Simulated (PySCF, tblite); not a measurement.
C6H6BF2 (charge +1).
Atom-mapped SMILES: `[F:1][B:2]([F:3])[C:4]1=[CH:5][CH2:6][CH+:7][CH:8]=[CH:9]1` (hydrogens: H10 on C5; H11, H12 on C6; H13 on C7; H14 on C8; H15 on C9)
Bond orders are those of one Lewis drawing.

Computed with GFN2-xTB (tblite), gas phase: Langevin dynamics at 300 K from the optimised GFN2-xTB geometry, time step 0.5 fs, friction 0.01 fs⁻¹, 2000 steps. Over the second half of the run the saved frames average 344 K.

Frame at 250 fs, instantaneous temperature 249 K:
```
atom  x, y, z in Å
F1      2.989    1.005   -0.238
B2      2.136    0.008   -0.328
F3      2.650   -1.089   -0.731
C4      0.631    0.108   -0.038
C5     -0.143   -1.063   -0.265
C6     -1.552   -1.133   -0.033
C7     -2.153    0.115    0.373
C8     -1.354    1.242    0.652
C9     -0.001    1.292    0.414
H10     0.361   -1.971   -0.661
H11    -1.733   -1.860    0.821
H12    -2.163   -1.637   -0.811
H13    -3.219    0.242    0.473
H14    -1.818    2.179    0.773
H15     0.652    2.208    0.425
```

Frame at 425 fs, instantaneous temperature 310 K:
```
atom  x, y, z in Å
F1      2.577    1.478   -0.044
B2      2.115    0.271   -0.377
F3      2.955   -0.656   -0.770
C4      0.626   -0.105    0.038
C5      0.022   -1.409   -0.086
C6     -1.387   -1.677    0.238
C7     -2.194   -0.421    0.448
C8     -1.559    0.772    0.683
C9     -0.171    0.927    0.461
H10     0.764   -2.183   -0.189
H11    -1.305   -2.180    1.227
H12    -1.877   -2.446   -0.434
H13    -3.276   -0.559    0.703
H14    -2.140    1.599    1.074
H15     0.303    1.941    0.656
```

Frame at 625 fs, instantaneous temperature 339 K:
```
atom  x, y, z in Å
F1      2.508    1.935   -0.078
B2      1.950    0.816   -0.333
F3      2.725   -0.100   -0.871
C4      0.432    0.479   -0.009
C5      0.082   -0.829   -0.301
C6     -1.210   -1.429    0.045
C7     -2.257   -0.470    0.510
C8     -1.878    0.838    0.741
C9     -0.578    1.285    0.576
H10     0.753   -1.515   -0.755
H11    -0.894   -1.819    0.948
H12    -1.571   -2.268   -0.449
H13    -3.213   -0.816    0.550
H14    -2.595    1.479    1.243
H15    -0.385    2.188    1.009
```

Frame at 800 fs, instantaneous temperature 410 K:
```
atom  x, y, z in Å
F1      2.538    1.254    0.969
B2      2.083    0.517   -0.035
F3      3.019    0.043   -0.746
C4      0.488    0.205   -0.194
C5      0.045   -0.937   -0.776
C6     -1.304   -1.424   -0.540
C7     -2.258   -0.500    0.071
C8     -1.759    0.697    0.545
C9     -0.432    0.999    0.479
H10     0.755   -1.595   -1.245
H11    -1.322   -2.321    0.028
H12    -1.689   -1.863   -1.390
H13    -3.270   -0.747    0.034
H14    -2.270    1.457    1.070
H15    -0.105    1.915    0.939
```

Frame at 1000 fs, instantaneous temperature 310 K:
```
atom  x, y, z in Å
F1      2.364    1.611    0.968
B2      2.262    0.549    0.176
F3      3.327   -0.146    0.002
C4      0.783    0.162   -0.141
C5      0.424   -1.111   -0.663
C6     -0.931   -1.350   -1.024
C7     -1.976   -0.363   -0.725
C8     -1.615    0.766   -0.034
C9     -0.270    0.951    0.295
H10     1.171   -1.964   -0.693
H11    -1.278   -2.141   -0.376
H12    -1.036   -1.848   -2.006
H13    -3.035   -0.526   -1.186
H14    -2.347    1.593    0.189
H15     0.042    1.922    0.713
```

**Question.** What do single points at PBE0/pcSseg-1 (PySCF, gas phase) give on these frames?

**Answer.** 
```json
{"t (fs)": "250", "GFN2-xTB E above start (eV)": "0.45", "DFT E above lowest frame (eV)": "0.00", "HOMO (eV)": "-13.43", "LUMO (eV)": "-8.87"}
{"t (fs)": "425", "GFN2-xTB E above start (eV)": "0.56", "DFT E above lowest frame (eV)": "0.05", "HOMO (eV)": "-13.43", "LUMO (eV)": "-8.85"}
{"t (fs)": "625", "GFN2-xTB E above start (eV)": "0.72", "DFT E above lowest frame (eV)": "0.33", "HOMO (eV)": "-13.63", "LUMO (eV)": "-8.79"}
{"t (fs)": "800", "GFN2-xTB E above start (eV)": "0.59", "DFT E above lowest frame (eV)": "0.24", "HOMO (eV)": "-13.63", "LUMO (eV)": "-8.85"}
{"t (fs)": "1000", "GFN2-xTB E above start (eV)": "0.66", "DFT E above lowest frame (eV)": "0.16", "HOMO (eV)": "-13.47", "LUMO (eV)": "-8.60"}
```

The two levels order the frames alike by energy but for pairs within 0.08 eV at one level; measured from each level's lowest frame they differ by 0.10 eV at most. The HOMO–LUMO gap runs from 4.56 to 4.87 eV. These are instantaneous structures, not minima.

**Question.** And the isotropic GIAO shieldings (ppm) from the same runs?

**Answer.** 
```json
{"atom": "F1", "250 fs": "254.5", "425 fs": "246.8", "625 fs": "243.7", "800 fs": "237.9", "1000 fs": "235.7", "mean": "243.7", "range": "18.8"}
{"atom": "B2", "250 fs": "79.0", "425 fs": "77.4", "625 fs": "79.8", "800 fs": "79.5", "1000 fs": "78.5", "mean": "78.8", "range": "2.4"}
{"atom": "F3", "250 fs": "250.6", "425 fs": "243.0", "625 fs": "252.3", "800 fs": "244.2", "1000 fs": "253.4", "mean": "248.7", "range": "10.4"}
{"atom": "C4", "250 fs": "37.2", "425 fs": "36.4", "625 fs": "47.0", "800 fs": "44.0", "1000 fs": "38.3", "mean": "40.6", "range": "10.6"}
{"atom": "C5", "250 fs": "-26.7", "425 fs": "-41.4", "625 fs": "-24.4", "800 fs": "-11.7", "1000 fs": "-27.5", "mean": "-26.3", "range": "29.7"}
{"atom": "C6", "250 fs": "132.2", "425 fs": "124.8", "625 fs": "126.9", "800 fs": "137.0", "1000 fs": "131.0", "mean": "130.4", "range": "12.2"}
{"atom": "C7", "250 fs": "-22.1", "425 fs": "-11.2", "625 fs": "-19.6", "800 fs": "-14.2", "1000 fs": "-10.1", "mean": "-15.4", "range": "12.0"}
{"atom": "C8", "250 fs": "41.6", "425 fs": "40.6", "625 fs": "43.1", "800 fs": "46.9", "1000 fs": "41.6", "mean": "42.8", "range": "6.3"}
{"atom": "C9", "250 fs": "0.3", "425 fs": "4.1", "625 fs": "10.6", "800 fs": "4.1", "1000 fs": "3.8", "mean": "4.6", "range": "10.3"}
{"atom": "H10", "250 fs": "20.8", "425 fs": "20.8", "625 fs": "21.2", "800 fs": "21.8", "1000 fs": "20.6", "mean": "21.0", "range": "1.2"}
{"atom": "H11", "250 fs": "25.8", "425 fs": "27.4", "625 fs": "31.1", "800 fs": "27.6", "1000 fs": "27.8", "mean": "27.9", "range": "5.3"}
{"atom": "H12", "250 fs": "25.1", "425 fs": "24.6", "625 fs": "26.2", "800 fs": "27.4", "1000 fs": "25.3", "mean": "25.7", "range": "2.8"}
{"atom": "H13", "250 fs": "21.3", "425 fs": "21.4", "625 fs": "21.6", "800 fs": "21.7", "1000 fs": "20.8", "mean": "21.4", "range": "0.9"}
{"atom": "H14", "250 fs": "23.5", "425 fs": "22.8", "625 fs": "22.8", "800 fs": "23.3", "1000 fs": "22.1", "mean": "22.9", "range": "1.4"}
{"atom": "H15", "250 fs": "20.7", "425 fs": "21.1", "625 fs": "22.8", "800 fs": "22.0", "1000 fs": "21.4", "mean": "21.6", "range": "2.1"}
```

The cost below is that of the whole dynamics run. The run took about 40 s of CPU time (one thread, shared machine).
